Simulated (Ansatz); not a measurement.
Relaxation of BClFH4P (8 atoms, charge 0, multiplicity 1), to a largest force component of 0.03 eV/Å in at most 50 steps.

Computed with RHF/def2-mTZVP in Ansatz.

```xyz
8
Properties=species:S:1:pos:R:3:forces:R:3
B -0.113 -0.633 -0.280 0.08 0.13 -0.49
H 0.070 0.379 1.890 0.37 1.15 -0.12
F 1.035 -0.022 -0.366 -0.08 -0.04 0.01
Cl -1.512 0.178 -1.010 0.03 -0.01 0.02
P -0.320 -2.325 0.602 -0.08 -0.50 -0.06
H -0.778 -3.046 -0.512 -0.03 -0.03 -0.02
H 1.021 -2.736 0.534 0.05 -0.02 -0.01
H -0.151 -0.223 2.178 -0.34 -0.68 0.67
```

Where does it end, and by what steps?

The run converged. The force dipped under the threshold on the way, but the program's further checks kept it going. After 18 steps the energy has fallen by 0.289 eV; H8 moved furthest, 1.39 Å.

```json
{"step": "0", "energy less start (eV)": "0.0000", "largest force component (eV/Å)": "1.146", "accepted": "yes"}
{"step": "1", "energy less start (eV)": "-0.1240", "largest force component (eV/Å)": "0.584", "accepted": "yes"}
{"step": "2", "energy less start (eV)": "-0.2087", "largest force component (eV/Å)": "0.423", "accepted": "yes"}
{"step": "3", "energy less start (eV)": "-0.2347", "largest force component (eV/Å)": "0.458", "accepted": "yes"}
{"step": "4", "energy less start (eV)": "-0.2478", "largest force component (eV/Å)": "0.556", "accepted": "yes"}
{"step": "5", "energy less start (eV)": "-0.2685", "largest force component (eV/Å)": "0.449", "accepted": "yes"}
{"step": "6", "energy less start (eV)": "-0.2817", "largest force component (eV/Å)": "0.127", "accepted": "yes"}
{"step": "7", "energy less start (eV)": "-0.2810", "largest force component (eV/Å)": "0.208", "accepted": "no"}
{"step": "8", "energy less start (eV)": "-0.2836", "largest force component (eV/Å)": "0.114", "accepted": "yes"}
{"step": "9", "energy less start (eV)": "-0.2816", "largest force component (eV/Å)": "0.268", "accepted": "no"}
{"step": "10", "energy less start (eV)": "-0.2860", "largest force component (eV/Å)": "0.036", "accepted": "yes"}
{"step": "11", "energy less start (eV)": "-0.2868", "largest force component (eV/Å)": "0.030", "accepted": "yes"}
{"step": "12", "energy less start (eV)": "-0.2874", "largest force component (eV/Å)": "0.036", "accepted": "yes"}
{"step": "13", "energy less start (eV)": "-0.2880", "largest force component (eV/Å)": "0.037", "accepted": "yes"}
{"step": "14", "energy less start (eV)": "-0.2886", "largest force component (eV/Å)": "0.037", "accepted": "yes"}
{"step": "15", "energy less start (eV)": "-0.2888", "largest force component (eV/Å)": "0.047", "accepted": "yes"}
{"step": "16", "energy less start (eV)": "-0.2889", "largest force component (eV/Å)": "0.025", "accepted": "yes"}
{"step": "17", "energy less start (eV)": "-0.2887", "largest force component (eV/Å)": "0.061", "accepted": "no"}
{"step": "18", "energy less start (eV)": "-0.2890", "largest force component (eV/Å)": "0.018", "accepted": "yes"}
```

```xyz
8
Properties=species:S:1:pos:R:3
B -0.110 -0.883 -0.632
H 0.189 1.131 2.956
F 0.976 -0.172 -0.530
Cl -1.479 -0.152 -1.484
P -0.247 -2.597 0.244
H -0.939 -3.285 -0.763
H 1.042 -3.068 -0.053
H -0.178 0.599 3.299
```

Run time: 36 s on 2 threads of Arm Neoverse N1, on a shared host, peak memory 0.17 GiB.
